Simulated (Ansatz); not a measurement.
A run for Ansatz (a quantum-chemistry and plane-wave program): R-B3LYP/def2-TZVPP on C3H9B (SMILES CB(C)C), a point of a torsion scan.

Ansatz 0.2 input:
```yaml
crystal:
  periodic: [false, false, false]
  atoms:
    - {symbol: C, position_ang: [-0.29904189, 1.54026463, 0.21964808]}
    - {symbol: B, position_ang: [-0.12911830, -0.02238969, 0.08344914]}
    - {symbol: C, position_ang: [1.23096010, -0.61607738, -0.45360000]}
    - {symbol: C, position_ang: [-1.30898705, -0.98572802, 0.49262690]}
    - {symbol: H, position_ang: [0.40214870, 2.11736660, -0.37864687]}
    - {symbol: H, position_ang: [-0.13112626, 1.81978563, 1.26058491]}
    - {symbol: H, position_ang: [-1.30589577, 1.87623436, -0.02092261]}
    - {symbol: H, position_ang: [1.42556114, -0.26845786, -1.46788853]}
    - {symbol: H, position_ang: [1.27191014, -1.70254483, -0.46571249]}
    - {symbol: H, position_ang: [2.06966108, -0.25990977, 0.14362176]}
    - {symbol: H, position_ang: [-1.75353870, -1.40595446, -0.41024076]}
    - {symbol: H, position_ang: [-0.96312466, -1.83733129, 1.07582202]}
    - {symbol: H, position_ang: [-2.10963336, -0.50021778, 1.04553792]}
basis:
  gaussian:
    orbitals: def2-TZVPP
hamiltonian:
  xc: {name: B3LYP}
scf: {lower_state_search: off}
```

Output:

```
WARN ansatz: RAYON_NUM_THREADS=1 ignored (pool sized by the plan → 1); use --threads N
Functional definition: B3LYP
these checks for a lower state are left out or cut short: stability, starts, cluster_reference, orbital_swaps, neighbouring_geometries, increment
integrals: 0.14 GiB planned
1240 factors; their error is unknown
mean field: 1.41 GiB planned
mean field evaluation 1: about -3921.0338 eV, gradient 8.4e1 eV
mean field evaluation 2: about -3913.7653 eV, gradient 9.3e1 eV
mean field evaluation 4: about -3936.7460 eV, gradient 3.7e0 eV
mean field evaluation 8: about -3936.7841 eV, gradient 1.5e-2 eV
mean field evaluation 16: about -3936.7624 eV, gradient 2.9e-5 eV
mean field -3936.76240752 eV, -144.6733500431 hartree, gradient 4.6e-6 eV, S^2 0.000000; 0 other end points of the search recorded, 0 dependent functions left out
reference -3936.76270473 eV, -144.6733609651 hartree; 16, 16 occupied and 234, 234 virtual orbitals, 1240 factors
Total energy: -3936.76270473 eV, -144.6733609651 hartree
Checks for a lower state left out: stability, starts, cluster_reference, orbital_swaps, neighbouring_geometries, increment
```

The run converged.

Cost: very roughly 4 core-seconds.
